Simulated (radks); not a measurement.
Results of a calculation; reference values are marked as such.
Polarisability of the indium ion In4+, [Kr] 4d9, at imaginary frequency. Level of theory: non-relativistic Kohn-Sham, exchange-only LDA, spin-polarised, spherical densities, point nucleus; open shells are filled with parallel spins first (spin-orbit coupling, left out, can overturn this in heavy ions); relativity is left out, which matters for an element this heavy (a radial shooting solver on a logarithmic mesh with Libxc functionals). Response by self-consistent Sternheimer equations with the Hartree and adiabatic exchange-only LDA kernel.

w (hartree)  alpha1(iw) (bohr^3)
0.00266                    2.538
0.0143                     2.538
0.0360                     2.537
0.0697                     2.534
0.118                      2.527
0.186                      2.509
0.280                      2.474
0.413                      2.405
0.605                      2.276
0.892                      2.052
1.35                       1.701
2.12                       1.219
3.59                      0.6860
6.94                      0.2682
17.5                     0.06347

Static values: alpha1 = 2.538 bohr^3 (0.3762 angstrom^3; uncoupled 3.761). C6 = 9.900, triple-dipole C9 = 17.95 atomic units. One-pole (London) frequency 4 C6 / (3 alpha1^2) = 2.049 hartree, against 2.343 for minus the highest occupied eigenvalue. The dipole shielding factor is 0.919, as the force sum rule N/Z = 0.918 demands.
